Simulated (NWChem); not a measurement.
System meant: GeH₃TeI; SMILES [Te](I)[GeH3]

Here is an NWChem input.

```
start job
memory heap 200 mb stack 900 mb global 1100 mb
geometry units angstroms noautoz
  Te     1.058821    -0.493943     0.020696
  I     -0.390196     1.810051    -0.027783
  Ge    -1.015735    -2.015981     0.004636
  H     -0.452998    -3.449068     0.030998
  H     -1.865956    -1.738546     1.253002
  H     -1.824457    -1.768912    -1.277246
end
basis spherical
  * library def2-svp
end
dft
  xc xpbe96 cpbe96
  iterations 150
  mulliken
end
task dft energy
```

End of the output:

```
             Grid Information
             ----------------
          Grid used for XC integration:  medium
          Radial quadrature: Mura-Knowles
          Angular quadrature: Lebedev.
          Tag              B.-S. Rad. Rad. Pts. Rad. Cut. Ang. Pts.
          ---              ---------- --------- --------- ---------
          Te                  1.40      123          10.0       590
          I                   1.40      123          13.0       590
          Ge                  1.25      112          11.0       590
          H                   0.35       45          13.0       434
          Grid pruning is: on
          Number of quadrature shells:   448
          Spatial weights used:  Erf1

          Convergence Information
          -----------------------
          Convergence aids based upon iterative change in
          total energy or number of iterations.
          Levelshifting, if invoked, occurs when the
          HOMO/LUMO gap drops below (HL_TOL):  1.00D-02
          DIIS, if invoked, will attempt to extrapolate
          using up to (NFOCK): 10 stored Fock matrices.

                    Damping( 0%)  Levelshifting(0.5)       DIIS
                  --------------- ------------------- ---------------
          dE  on:    start            ASAP                start
          dE off:    2 iters        150 iters           150 iters

      Screening Tolerance Information
      -------------------------------
          Density screening/tol_rho:  1.00D-10
          AO Gaussian exp screening on grid/accAOfunc:  14
          CD Gaussian exp screening on grid/accCDfunc:  20
          XC Gaussian exp screening on grid/accXCfunc:  20
          Schwarz screening/accCoul:  1.00D-08

      Superposition of Atomic Density Guess
      -------------------------------------

      charge =      52.0 Te (Tellurium)

      symmetry species            s     p     d     f
      number of basis functions =10     7     6
      number of cont. functions = 4     4     2
      number of closed shells   = 5     3     2
      number of open shells     = 0     1     0
      open shell occupation     = 0     4     0
 ------------------------------------------------------------------------
 atomscf:atomd: error in atom scf                   0
 ------------------------------------------------------------------------
 ------------------------------------------------------------------------
  current input line :
    19: task dft energy
 ------------------------------------------------------------------------
 ------------------------------------------------------------------------
 This error has not yet been assigned to a category
 ------------------------------------------------------------------------
 For more information see the NWChem manual at https://nwchemgit.github.io

0:atomscf:atomd: error in atom scf:Received an Error in Communication
```

**Question.** Find the fault in this run and fix the input.

**Answer.** The run crashed. Cause: the def2 basis of a heavy element holds valence functions alone and wants its effective core potential (without it all electrons must fit into that basis). This input runs:
```
start job
memory heap 200 mb stack 900 mb global 1100 mb
geometry units angstroms noautoz
  Te     1.058821    -0.493943     0.020696
  I     -0.390196     1.810051    -0.027783
  Ge    -1.015735    -2.015981     0.004636
  H     -0.452998    -3.449068     0.030998
  H     -1.865956    -1.738546     1.253002
  H     -1.824457    -1.768912    -1.277246
end
basis spherical
  * library def2-svp
end
ecp
  Te library def2-ecp
  I library def2-ecp
end
dft
  xc xpbe96 cpbe96
  iterations 150
  mulliken
end
task dft energy
```
It converges to -2643.95620 Ha (PBE/def2-SVP with def2 effective core potentials on Te, I).
